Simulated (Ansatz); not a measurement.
Molecule: GaBr2, net charge -1, singlet state. 
Structure (B3LYP-D3(BJ)/def2-TZVP (Ansatz, a first-principles code) minimum search):
```xyz
3

Ga     1.0628    -0.1916    -0.3572
Br    -0.6181     1.6425    -1.1158
Br    -0.3233    -1.4728     1.4322
```
Charge -1, spin multiplicity 1.

Basis-set convergence of Hartree-Fock and CCSD correlation energies (hartree) with Ansatz. Cores are frozen in the correlated levels unless marked. No spin-orbit coupling. The frozen core is the preceding noble-gas configuration, with the filled d and f shells of earlier blocks. No relativistic terms. This anion needs diffuse functions, which these sets lack.

```json
[
 {"basis": "cc-pVDZ", "functions": "81", "E(HF)": "-7068.17080", "E(corr, CCSD)": "-0.30898"},
 {"basis": "cc-pVTZ", "functions": "129", "E(HF)": "-7068.39859", "E(corr, CCSD)": "-0.42184"},
 {"basis": "cc-pVQZ", "functions": "204", "E(HF)": "(withheld)", "E(corr, CCSD)": "(withheld)"}
]
```

Question: Complete the blanks.

Answer: 
- cc-pVQZ, E(HF): -7068.40765
- cc-pVQZ, E(corr, CCSD): -0.46363
